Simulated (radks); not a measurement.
Results of a calculation; reference values are marked as such.
Valence configurations of In3+ (all share [Kr]). Level of theory: scalar-relativistic Kohn-Sham, PBEsol, spin-polarised, spherical densities, point nucleus; open shells are filled with parallel spins first (spin-orbit coupling, left out, can overturn this in heavy ions) (a radial shooting solver on a logarithmic mesh with Libxc functionals). Energies are relative to 4d10; eigenvalues in eV for spin up.

valence          E (eV)  moment (Bohr magnetons)    e(4d)    e(5p)    e(5s)
4d10              0.000                        0  -47.871        -        -
4d9.5 5p0.5      11.972                        1  -51.209  -26.135        -
4d9 5s1          15.578                        2  -53.303        -  -35.860
4d9 5p1          24.562                        2  -54.519  -27.635        -
4d8.5 5s1 5p0.5  28.552                        3  -56.624  -28.295  -37.551
4d7.5 5s2 5p0.5  49.256                        3  -61.987  -29.488  -39.208
4d9.5 5s0.5       7.618                        1  -50.588        -  -34.451
4d8 5s1 5p1      42.230                        4  -59.929  -29.592  -39.135
4d8 5p2          51.791                        4  -61.084  -30.245        -
4d7.5 5p2.5      66.499                        5  -64.351  -31.420        -

NIST lists [Kr] 4d10 as the ground configuration; this level of theory agrees among the configurations tried. The energies are those of spherical high-spin densities, not of single terms.
